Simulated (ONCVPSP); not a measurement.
## Before and after: ONCV potential for Lu

| Property | Result |
| --- | --- |
| Element | lutetium |
| Generator | ONCVPSP 4.0.1 |
| Type | optimised norm-conserving Vanderbilt (ONCV) |
| Functional | PBE |
| Relativity | fully relativistic |
| Frozen core | [Kr] 4d10 |
| Valence charge | 25 |
| Reference configuration | 4f13.5 5s2 5p6 5d1.5 6s2 |
| Partial waves | 5s+6s: rc 2.00 bohr, ncon 4, nbas 9, qcut 6 1/bohr, 3 projectors, debl 4 Ha; 5p: rc 1.60 bohr, ncon 3, nbas 7, qcut 8 1/bohr, 1 projector; 5d: rc 2.05 bohr, ncon 4, nbas 7, qcut 5.4 1/bohr, 1 projector; 4f: rc 1.15 bohr, ncon 4, nbas 9, qcut 13.3 1/bohr, 2 projectors, debl 3 Ha |
| Local potential | polynomial inside 0.85 bohr (lpopt 5, dvloc0 0 Ha) |
| Core correction | none |

Open shells are filled in proportion to 2j + 1.

Change: s: qcut 4; p: qcut 5.3; d: qcut 3.6; f: qcut 8.8.

Cutoffs: the cutoffs (Ha) at which the residual kinetic energy of the hardest occupied pseudo-wave falls to 1 and 0.1 mHa per electron; they do not see the model core or the augmentation charge, which bear on the density cutoff. Errors are all-electron minus pseudo energies relative to the spin-unpolarised reference configuration.

Task: How do hardness, ghosts and transferability respond?

Result: The potential gets harder (86 Ha and 239 Ha → 329 Ha and 487 Ha); both files keep a bound ghost (p, s); of the 4 tests that both files solve, the error grows in 0 and shrinks in 4 by more than 15 % and 0.3 meV (median size 232.8 → 83.9 meV).

```tsv
quantity	base	changed
cutoff, loose	86 Ha	329 Ha
cutoff, tight	239 Ha	487 Ha
loose cutoff by channel	s 12 Ha, p 22 Ha, d 11 Ha, f 86 Ha	s 5.4 Ha, p 12 Ha, d 31 Ha, f 329 Ha
bound ghosts	s, p3/2, p1/2	s, p3/2, p1/2
GHOST(+) flags under 300 eV	none	none
error for 4f14 5s2 5p6 5d1 6s2, meV [ΔE -4.64 eV]	+228	+74
error for 4f14 5s2 5p6 5d1 6s1, meV [ΔE 2.72 eV]	+238	+94
error for 4f14 5s2 5p6 5d1 6s0, meV [ΔE 16.00 eV]	+253	+124
error for 4f14 5s2 5p6 5d0 6s2, meV [ΔE 0.62 eV]	+226	+53
s: phases at 2.04 bohr within 0.05 rad from the reference energy up to (Ha; the scan ends near 5)	to the end of the scan	to the end of the scan
p3/2: phases at 1.62 bohr within 0.05 rad from the reference energy up to (Ha; the scan ends near 5)	3.9	4.5
p1/2: phases at 1.62 bohr within 0.05 rad from the reference energy up to (Ha; the scan ends near 5)	-1.0	-1.0
d5/2: phases at 2.08 bohr within 0.05 rad from the reference energy up to (Ha; the scan ends near 5)	1.8	2.3
d3/2: phases at 2.08 bohr within 0.05 rad from the reference energy up to (Ha; the scan ends near 5)	1.8	2.6
f7/2: phases at 1.17 bohr within 0.05 rad from the reference energy up to (Ha; the scan ends near 5)	to the end of the scan	to the end of the scan
f5/2: phases at 1.17 bohr within 0.05 rad from the reference energy up to (Ha; the scan ends near 5)	to the end of the scan	to the end of the scan
```

 A true bound ghost makes a file unfit for plane-wave use even where its test errors are small: the radial tests pick states by their node count and pass the ghost by.
